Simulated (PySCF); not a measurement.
Ionisation energy of Ca+ by level of theory

Ca+ [Ar] 4s1 (2S) → Ca(2+) [Ar] (1S), as a difference of total energies. Calculation: PySCF 2.14, in 6-31G*; no relativity, point nucleus. The calculations carry no spin-orbit coupling.

```json
{"method": "UHF", "ionisation energy (eV)": "11.309"}
{"method": "r2SCAN", "ionisation energy (eV)": "11.644"}
{"method": "PBE0", "ionisation energy (eV)": "11.838"}
```

These non-relativistic numbers lack the scalar-relativistic shift.

For comparison: 11.872 eV (measured; NIST Atomic Spectra Database, ionization energies).
